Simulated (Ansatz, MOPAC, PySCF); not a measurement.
Breaking a bond: BH, singlet.

UKS-B3LYP/LANL2DZ = unrestricted B3LYP/LANL2DZ in PySCF 2.14.0; PM7, restricted, heats of formation (MOPAC); RHF/6-31G* = restricted Hartree-Fock/6-31G*, spherical d (PySCF 2.14.0); FCI = full CI/cc-pVQZ, frozen core run with Ansatz (a first-principles code).

Energies relative to the lowest point of each curve near equilibrium, in kJ/mol; the last columns give the difference from FCI:

```tsv
R / Å	UKS-B3LYP/LANL2DZ	PM7	RHF/6-31G*	FCI	UKS-B3LYP/LANL2DZ − FCI	PM7 − FCI	RHF/6-31G* − FCI
0.98	106.7	59.6	97.1	94.0	12.7	-34.3	3.2
1.05	51.8	25.5	43.1	42.8	9.0	-17.4	0.3
1.12	19.9	6.6	13.5	14.3	5.6	-7.7	-0.8
1.16	9.2	1.5	4.7	5.6	3.7	-4.0	-0.9
1.21	1.8	0.0	0.0	0.5	1.4	-0.5	-0.5
1.24	0.0	1.3	0.0	0.0	0.0	1.3	0.0
1.29	0.4	6.8	3.7	2.6	-2.2	4.2	1.1
1.32	2.3	11.7	7.7	5.8	-3.6	5.9	1.9
1.36	6.5	20.0	14.8	11.7	-5.3	8.2	3.1
1.46	22.8	47.2	38.8	32.2	-9.3	15.0	6.7
1.54	40.2	73.8	62.2	52.2	-12.0	21.6	10.0
1.65	67.6	114.5	97.5	82.3	-14.7	32.2	15.2
1.89	132.4	208.1	177.6	148.4	-16.1	59.7	29.2
2.06	177.8	271.3	233.1	191.0	-13.2	80.3	42.1
2.24	222.8	331.8	289.1	230.1	-7.4	101.7	59.0
2.49	266.4	403.1	361.4	273.5	-7.1	129.5	87.8
2.73	291.2	457.7	424.0	303.5	-12.3	154.2	120.5
3.01	308.1	507.0	488.9	326.1	-18.0	180.9	162.8
3.31	318.1	546.3	549.3	339.7	-21.6	206.7	209.6
3.79	325.2	589.3	627.3	348.8	-23.6	240.5	278.5
4.37	328.0	621.9	693.1	351.9	-23.9	270.0	341.3
5.03	328.9	646.1	737.9	352.6	-23.7	293.5	385.3
```

UKS-B3LYP/LANL2DZ is furthest from FCI at 4.37 (-23.9 kJ/mol, below); its mean absolute difference over the points is 11.2 kJ/mol.

PM7 is furthest from FCI at 5.03 (293.5 kJ/mol, above); its mean absolute difference over the points is 85.0 kJ/mol.

RHF/6-31G* is furthest from FCI at 5.03 (385.3 kJ/mol, above); its mean absolute difference over the points is 80.0 kJ/mol.

The unrestricted determinant behind UKS-B3LYP/LANL2DZ is spin-contaminated at 0.98 to 1.36, 2.24 to 5.03 Å (<S²> up to 1.0, against 0.00 for a pure singlet). The restricted form behind PM7, RHF/6-31G* keeps the bonding electrons paired and can't separate into open-shell fragments.
